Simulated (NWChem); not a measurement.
Molecule: CH$_{3}$F$_{2}$Ga; SMILES [CH3][Ga]([F])[F]

```xyz
7

Ga    -0.0008     0.0119     0.0011
F     -1.4333     1.0133    -0.0009
F      1.4459     0.9928    -0.0009
C     -0.0121    -1.9228    -0.0004
H      0.6155    -2.2977     0.8206
H      0.4064    -2.2881    -0.9497
H     -1.0372    -2.2989     0.1144
```
Atoms are numbered in this order, from 1.

Coordinates come from a PBE0/def2-SVP optimisation.

Task: List the 4 lowest vertical singlet excitations from PBE/def2-SVPD, TDA (NWChem).

Result: 
```
state  energy (eV)  oscillator strength  leading excitation (squared amplitude)
-----  -----------  -------------------  --------------------------------------
S1            6.81                0.020                    HOMO → LUMO+1 (0.96)
S2            6.88                0.170                      HOMO → LUMO (0.86)
S3            6.99                0.016                    HOMO−1 → LUMO (0.96)
S4            7.15                0.000                    HOMO−2 → LUMO (0.85)
```
